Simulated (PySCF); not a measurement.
# Spin-rotation constants: `C#C/C(F)=C\C(F)(F)F`, C$_{5}$H$_{2}$F$_{4}$

Geometry:
```json
{"atom": "C1", "x (Å)": "2.399", "y (Å)": "-0.614", "z (Å)": "-0.274"}
{"atom": "C2", "x (Å)": "1.490", "y (Å)": "0.151", "z (Å)": "-0.102"}
{"atom": "C3", "x (Å)": "0.438", "y (Å)": "1.071", "z (Å)": "0.102"}
{"atom": "F4", "x (Å)": "0.817", "y (Å)": "2.332", "z (Å)": "0.336"}
{"atom": "C5", "x (Å)": "-0.863", "y (Å)": "0.770", "z (Å)": "0.080"}
{"atom": "C6", "x (Å)": "-1.335", "y (Å)": "-0.623", "z (Å)": "-0.172"}
{"atom": "F7", "x (Å)": "-0.884", "y (Å)": "-1.502", "z (Å)": "0.741"}
{"atom": "F8", "x (Å)": "-2.670", "y (Å)": "-0.701", "z (Å)": "-0.149"}
{"atom": "F9", "x (Å)": "-0.944", "y (Å)": "-1.100", "z (Å)": "-1.368"}
{"atom": "H10", "x (Å)": "3.180", "y (Å)": "-1.299", "z (Å)": "-0.426"}
{"atom": "H11", "x (Å)": "-1.621", "y (Å)": "1.518", "z (Å)": "0.246"}
```

Theory: PySCF 2.14.0, GIAO HF/pcSseg-1 magnetisability, rotational g tensor and spin-rotation constants, non-relativistic, gas phase. Geometry: GFN2-xTB.

Give the nuclear spin-rotation constants along the inertial axes (H = +C I·J) beside the isotropic shieldings.

Rotational constants 2.5728, 1.2132, 0.9620 GHz. A star marks the isotopologue with that one atom substituted, in its own axes.
| atom | isotope | Caa (kHz) | Cbb (kHz) | Ccc (kHz) | mean (kHz) | σ (ppm) |
| --- | --- | --- | --- | --- | --- | --- |
| F4 | 19F | 2.869 | 1.247 | 0.435 | 1.517 | 319.9 |
| F7 | 19F | 3.567 | 1.208 | 0.861 | 1.879 | 280.3 |
| F8 | 19F | 1.976 | 1.551 | 1.018 | 1.515 | 290.2 |
| F9 | 19F | 3.562 | 1.205 | 0.863 | 1.877 | 280.5 |
| H10 | 1H | -0.277 | 0.041 | -0.113 | -0.116 | 28.0 |
| H11 | 1H | -0.273 | 0.117 | -0.121 | -0.092 | 25.7 |
| C1 | 13C* | 0.773 | 0.194 | 0.319 | 0.429 | 85.7 |
| C2 | 13C* | 0.794 | -0.044 | 0.319 | 0.356 | 128.8 |
| C3 | 13C* | 0.821 | 0.617 | 0.201 | 0.546 | 31.9 |
| C5 | 13C* | 0.719 | 0.519 | 0.145 | 0.461 | 73.3 |
| C6 | 13C* | 0.698 | 0.332 | 0.257 | 0.429 | 78.6 |

For the geometry as given, no vibrational averaging.
